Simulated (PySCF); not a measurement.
A calculated (wB97X-V, PySCF 2.14, x2c-TZVPPall, scalar relativity by spin-free X2C-1e) atom or ion has these occupied shells.

| shell | electrons | orbital energy (eV) | rms radius, mean of both spins (bohr) |
| --- | --- | --- | --- |
| 1s α | 1 | -25351.9 | 0.0357 |
| 1s β | 1 | -25351.9 | 0.0357 |
| 2s β | 1 | -3753.1 | 0.146 |
| 2s α | 1 | -3753.1 | 0.146 |
| 2p α | 3 | -3367.1 | 0.130 |
| 2p β | 3 | -3367.1 | 0.130 |
| 3s α | 1 | -698.77 | 0.394 |
| 3s β | 1 | -698.76 | 0.394 |
| 3p α | 3 | -571.34 | 0.395 |
| 3p β | 3 | -571.33 | 0.395 |
| 3d α | 5 | -369.84 | 0.377 |
| 3d β | 5 | -369.84 | 0.377 |
| 4s α | 1 | -104.09 | 0.974 |
| 4s β | 1 | -104.08 | 0.974 |
| 4p α | 3 | -66.847 | 1.08 |
| 4p β | 3 | -66.845 | 1.08 |
| 4d α | 5 | -13.642 | 1.54 |
| 4d β | 5 | -13.606 | 1.54 |
| 5p α | 1 | -3.588 | 4.91 |

Task: Name the element and its charge.

Result: Ag (silver, neutral), in [Kr] 4d10 5p1, 2P determinant (an excited configuration).
